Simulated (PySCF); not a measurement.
MoF3H3, SMILES [F][MoH3]([F])[F], multiplicity 1.

The structure is a stationary point at PBE-D3(BJ)/def2-SVP. The spin state was assumed, not searched. The structure was generated by enumeration; whether it is a known compound was not checked. The def2 effective core potentials stand for the cores of Mo; spin–orbit coupling is left out.

Method: PBE-D3(BJ)/def2-SVP run with PySCF.

Frequencies are harmonic and unscaled.

Modes within 1.5 cm⁻¹ of each other (mostly degenerate sets) share a row, with their intensities summed.

```tsv
mode	ν (cm⁻¹)	IR (km/mol)	moving atoms (share of kinetic energy)
1–2	158	8.6	F 88 %, Mo 11 %
3	256	3.5	F 67 %, Mo 32 %
4	379	0.0	H 99 %
5–6	649	41.2	H 60 %, F 37 %
7	653	35.2	F 96 %
8–9	724	233.3	F 45 %, H 33 %, Mo 22 %
10–11	1012	29.4	H 98 %
12	1134	59.5	H 99 %
13–14	1981	74.9	H 100 %
15	2021	27.5	H 97 %
```
